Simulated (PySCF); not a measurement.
Calculation: PBE-D3(BJ)/def2-TZVP // PBE0-D3(BJ)/def2-TZVP (PySCF). Gas-phase values, no solvent. 

Reference species (SMILES): `I[B]Cl` (neutral, multiplicity 2).

| Quantity | Value |
|---|---|
| dipole moment | 0.57 D |

Changed species: `Cl[B]Cl` (radical fragment; the reference has radical fragment).

### Question
Predict the effect on the dipole moment.

### Answer
the dipole moment falls by 0.13 D, to 0.44 D.
